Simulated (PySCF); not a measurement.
## CdC, MP2: how much the basis matters

PySCF, ROHF reference; triplet, unpaired electrons π ↑↑; De to Cd + C without counterpoise correction. Frozen cores follow the default of each basis and core potential.

```
             basis                           relativity  functions  Re (Å)  ωe (cm⁻¹)  De (eV)  frozen orbitals
          def2-SVP  scalar-relativistic core potentials         45   2.177        364     0.56                1
cc-pVDZ-PP/cc-pVDZ  scalar-relativistic core potentials         52   2.148        359     0.49                1
         def2-SVPD  scalar-relativistic core potentials         54   2.169        374     0.69                1
      x2c-TZVPPall                        spin-free X2C        110   2.122        410     0.74               15
```

How does each smaller set differ from the one with most functions, x2c-TZVPPall?

def2-SVP: +5.5 pm, -11.2 % in ωe, -0.18 eV in De; cc-pVDZ-PP/cc-pVDZ: +2.6 pm, -12.4 % in ωe, -0.25 eV in De; def2-SVPD: +4.7 pm, -8.8 % in ωe, -0.05 eV in De. All at MP2; the set with most functions is neither the basis-set limit nor always the best. The rows treat relativity differently, so the differences are not basis effects alone.

Correlated steps freeze the inner cores (1 to 15 orbitals); shallow outer-core shells are correlated. Correlated levels converge slowly with the basis: in double zeta they bind strong bonds too weakly, by up to about 1 eV, and carry superposition errors of some tenths. Spin–orbit coupling is left out. The state is the lowest determinant that a PBE0 search found; another state may lie lower at other levels.
